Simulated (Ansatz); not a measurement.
Ansatz results at the PBE0-D4/def2-TZVP geometry: HOMO energy (ωB97M-V/def2-TZVPP) -9.42 eV; size of the dipole moment (PBE/def2-TZVPP) 2.31 D; HOMO energy (PBE0/def2-TZVPP) -7.09 eV.

Each molecule was computed in one conformer, which needn't be the lowest.

(1) Which molecule gave them?
A. `[CH3][AlH][C]#N`
B. `CC(C)[NH][AlH][Cl]`
C. `CC(C)[NH][Al]([F])[F]`
D. `CC(C)[O][AlH][Cl]`

## Answers

(1) B. The others give `[CH3][AlH][C]#N`: -11.00, 3.89, -8.78; `CC(C)[NH][Al]([F])[F]`: -9.58, 2.76, -7.24; `CC(C)[O][AlH][Cl]`: -10.75, 1.20, -8.36.
